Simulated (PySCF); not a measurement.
**Working out the ionisation energy of Mn²⁺**

Mn²⁺ [Ar] 3d5 (6S) → Mn³⁺ [Ar] 3d4 (5D). Computed with PySCF 2.14 in ANO-RCC-VTZP (6s5p3d2f1g, 59 functions), with scalar relativity by spin-free X2C-1e. Frozen: [Ar]. Energies in hartree (1 hartree = 27.21139 eV):

```csv
part,Mn²⁺ (lower),Mn³⁺ (upper)
UHF,-1156.615591,-1155.422731
CCSD correlation,-0.076252,-0.044199
(T),-0.000677,-0.000209
```

What does Hartree-Fock give?

(-1155.422731) − (-1156.615591) = 1.192860 hartree = 32.459 eV.

What do CCSD and CCSD(T) give?

The CCSD correlation energies differ by 0.032053 hartree = 0.872 eV and the triples by 0.000468 hartree = 0.013 eV, so CCSD gives 33.331 eV and CCSD(T) 33.344 eV.

A first-order spin-orbit estimate adds -0.079 eV to CCSD(T) (valence), giving 33.265 eV against 33.668 ± 0.012 eV (measured; NIST Atomic Spectra Database, ionization energies).

What remains against the reference includes basis incompleteness, the frozen core and higher excitations.
